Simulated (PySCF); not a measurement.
Structure problem from calculated spectra and properties.

Formula: C8H18.

| Item | Value |
| --- | --- |
| Valence photoelectron | vertical ionisation energy: 10.12 eV [ΔSCF PBE0/def2-SVPD] |
| Polarisability | 99.8 au [PBE0/def2-SVPD] |
| UV, first state | lowest singlet excitation: 8.02 eV (155 nm, f = 0.059) [TDDFT PBE0/def2-SVPD] |
| 1H NMR | chemical shifts (computed TMS as zero) by class: 1.10 (1 H), 0.92 (6 H), 0.86 (9 H), 0.69 (2 H) ppm [GIAO HF/pcSseg-1] |
| 13C NMR | chemical shifts (computed TMS as zero) by class: 47.3 (1 C), 29.9 (3 C), 24.5 (2 C), 23.8 (1 C), 23.0 (1 C) ppm [GIAO HF/pcSseg-1] |
| Rotational structure | rotational constants A, B, C: 2.976, 1.224, 1.109 GHz [PBE0-D3(BJ)/def2-SVP] |
| Dipole | 0.12 D [PBE0/def2-SVPD] |

Gas-phase values; electronic properties from PySCF, density fitting. Levels stand in brackets. The structure is a single PBE0-D3(BJ)/def2-SVP conformer in the gas phase; no vibrational or solvent corrections. NMR values are class means; diastereotopic atoms form classes of their own.

Q: Propose a structure and show how it fits.

A: Numbering: `[CH3:1][CH:2]([CH3:3])[CH2:4][C:5]([CH3:6])([CH3:7])[CH3:8]`. Its formula, C8H18, gives 0 degrees of unsaturation, so no ring and no π bond. 8 carbons fall into 5 classes; from least to most shielded: chain CH2 carbon [C4] (47.3 ppm), methyl carbon [C6/C7/C8] (29.9 ppm, 3 C, up to 8.8 ppm apart in this geometry), methyl carbon [C1/C3] (24.5 ppm, 2 C, up to 3.7 ppm apart in this geometry), quaternary sp3 carbon [C5] (23.8 ppm), sp3 CH carbon [C2] (23.0 ppm). Hydrogen classes from least to most shielded: 1 H on an sp3 CH carbon, C2 (1.10 ppm), 6 H on 2 methyl carbons, C1/C3 (0.92 ppm, a mean of values up to 0.8 ppm apart in this geometry), 9 H on 3 methyl carbons, C6/C7/C8 (0.86 ppm, a mean of values up to 0.7 ppm apart in this geometry), 2 H on a chain CH2 carbon, C4 (0.69 ppm). The first electron is taken from the HOMO, whose largest Löwdin shares are 0.16 on the chain CH2 carbon, 0.16 on the quaternary sp3 carbon, 0.13 on a methyl carbon and 0.12 on the sp3 CH carbon. The optimised geometry has point group C1 and is an asymmetric top. Structure: 2,2,4-trimethylpentane (`CC(C)CC(C)(C)C`). Computed isomers that give other values at the same levels: `CCCCCCCC` (lowest singlet excitation: 8.36 eV (148 nm, f = 0.000)); `CC(C)CCC(C)C` (lowest singlet excitation: 8.29 eV (150 nm, f = 0.000)). The assignments are read from this structure; whether some other isomer fits the data as well wasn't checked.

Conformer computed: `[CH3:1][CH:2]([CH3:3])[CH2:4][C:5]([CH3:6])([CH3:7])[CH3:8]`: C1–C2–C4–C5 174°, C2–C4–C5–C6 -162°.
